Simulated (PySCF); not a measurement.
A series of related molecules.

All values: PBE0/pcSseg-1 (PySCF) at GFN2-xTB geometries, gas phase, one conformer each.

(1) Rank by HOMO–LUMO gap, highest first.
A. `CC[C@@H]1C[C@H]1N([SiH3])[SiH3]`
B. `CCC1=C[C@H]1N([SiH3])[SiH3]`
C. `C=C[C@@H]1C[C@@H]1N([SiH3])[SiH3]`
D. `CC(=O)[C@@H]1C[C@@H]1N([SiH3])[SiH3]`
E. `CC[C@@H]1C[C@H]1N([SiH3])[SiH2]F`

(2) Rank by dipole moment, highest first.
A. `[CH3:1][CH2:2][C@@H:3]1[CH2:4][C@H:5]1[N:6]([SiH3:7])[SiH2:8][F:9]` with C1–C2–C3–C4 153°, C4–C5–N6–Si7 -88°, C5–N6–Si8–F9 170°
B. `[CH3:1]/[CH:2]=[C:3]1\[CH2:4][C@@H:5]1[N:6]([SiH3:7])[SiH3:8]` with C4–C5–N6–Si7 -80°
C. `[CH2:1]=[CH:2][C@@H:3]1[CH2:4][C@@H:5]1[N:6]([SiH3:7])[SiH3:8]` with C1–C2–C3–C4 -146°, C4–C5–N6–Si7 -151°
D. `[CH3:1][CH2:2][C:3]1=[CH:4][C@H:5]1[N:6]([SiH3:7])[SiH3:8]` with C1–C2–C3–C4 -8°, C4–C5–N6–Si7 18°
E. `[CH3:1][C:2](=[O:3])[C@@H:4]1[CH2:5][C@@H:6]1[N:7]([SiH3:8])[SiH3:9]` with C1–C2–C4–C5 -159°, C5–C6–N7–Si8 -147°
F. `[CH3:1][CH2:2][C@@H:3]1[CH2:4][C@H:5]1[N:6]([SiH3:7])[SiH3:8]` with C1–C2–C3–C4 154°, C4–C5–N6–Si7 151°

## Answers

(1) E (7.35 eV), A (7.10 eV), C (6.69 eV), B (6.44 eV), D (6.32 eV).

(2) E (2.85 D), A (2.45 D), D (1.53 D), B (1.07 D), F (0.85 D), C (0.67 D).

All values together:

```
                               SMILES                 change     formula  μ (D)  HOMO (eV)  LUMO (eV)  lowest IAO charge (e)  highest IAO charge (e)  lowest Hirshfeld charge (e)  highest Hirshfeld charge (e)
      CC[C@@H]1C[C@H]1N([SiH3])[SiH3]                 parent   C5H15NSi2   0.85      -6.61       0.49             -0.765 (N)             +0.741 (Si)                   -0.258 (N)                   +0.345 (Si)
     CC[C@@H]1C[C@H]1N([SiH3])[SiH2]F  H on Si replaced by F  C5H14FNSi2   2.45      -6.83       0.52             -0.785 (N)             +1.192 (Si)                   -0.264 (N)                   +0.438 (Si)
          CCC1=C[C@H]1N([SiH3])[SiH3]   C-C bond made double   C5H13NSi2   1.53      -6.32       0.12             -0.781 (N)             +0.740 (Si)                   -0.269 (N)                   +0.339 (Si)
    C=C[C@@H]1C[C@@H]1N([SiH3])[SiH3]   C-C bond made double   C5H13NSi2   0.67      -6.45       0.24             -0.766 (N)             +0.743 (Si)                   -0.255 (N)                   +0.344 (Si)
C[SiH2][C@@H]1C[C@@H]1N([SiH3])[SiH3]       C replaced by Si   C4H15NSi3   1.09      -6.71       0.37             -0.772 (N)             +0.772 (Si)                   -0.254 (N)                   +0.345 (Si)
 CC(=O)[C@@H]1C[C@@H]1N([SiH3])[SiH3]    CH2 replaced by C=O  C5H13NOSi2   2.85      -6.75      -0.43             -0.750 (N)             +0.740 (Si)                   -0.252 (N)                   +0.344 (Si)
       C/C=C1\C[C@@H]1N([SiH3])[SiH3]   C-C bond made double   C5H13NSi2   1.07      -6.69      -0.10             -0.764 (N)             +0.744 (Si)                   -0.258 (N)                   +0.345 (Si)
```

Conformers: `[CH3:1][CH2:2][C@@H:3]1[CH2:4][C@H:5]1[N:6]([SiH3:7])[SiH3:8]` with C1–C2–C3–C4 154°, C4–C5–N6–Si7 151°; `[CH3:1][CH2:2][C@@H:3]1[CH2:4][C@H:5]1[N:6]([SiH3:7])[SiH2:8][F:9]` with C1–C2–C3–C4 153°, C4–C5–N6–Si7 -88°, C5–N6–Si8–F9 170°; `[CH3:1][CH2:2][C:3]1=[CH:4][C@H:5]1[N:6]([SiH3:7])[SiH3:8]` with C1–C2–C3–C4 -8°, C4–C5–N6–Si7 18°; `[CH2:1]=[CH:2][C@@H:3]1[CH2:4][C@@H:5]1[N:6]([SiH3:7])[SiH3:8]` with C1–C2–C3–C4 -146°, C4–C5–N6–Si7 -151°; `[CH3:1][SiH2:2][C@@H:3]1[CH2:4][C@@H:5]1[N:6]([SiH3:7])[SiH3:8]` with C1–Si2–C3–C4 -126°, C4–C5–N6–Si7 -165°; `[CH3:1][C:2](=[O:3])[C@@H:4]1[CH2:5][C@@H:6]1[N:7]([SiH3:8])[SiH3:9]` with C1–C2–C4–C5 -159°, C5–C6–N7–Si8 -147°; `[CH3:1]/[CH:2]=[C:3]1\[CH2:4][C@@H:5]1[N:6]([SiH3:7])[SiH3:8]` with C4–C5–N6–Si7 -80°.

Problem. Give the shifts from the parent, `CC[C@@H]1C[C@H]1N([SiH3])[SiH3]`.

Solution. 
```csv
SMILES,change in μ (D),change in HOMO (eV),change in LUMO (eV)
CC[C@@H]1C[C@H]1N([SiH3])[SiH2]F,+1.60,-0.22,+0.03
CCC1=C[C@H]1N([SiH3])[SiH3],+0.68,+0.29,-0.37
C=C[C@@H]1C[C@@H]1N([SiH3])[SiH3],-0.18,+0.16,-0.25
C[SiH2][C@@H]1C[C@@H]1N([SiH3])[SiH3],+0.24,-0.10,-0.12
CC(=O)[C@@H]1C[C@@H]1N([SiH3])[SiH3],+2.00,-0.14,-0.92
C/C=C1\C[C@@H]1N([SiH3])[SiH3],+0.22,-0.08,-0.59
```
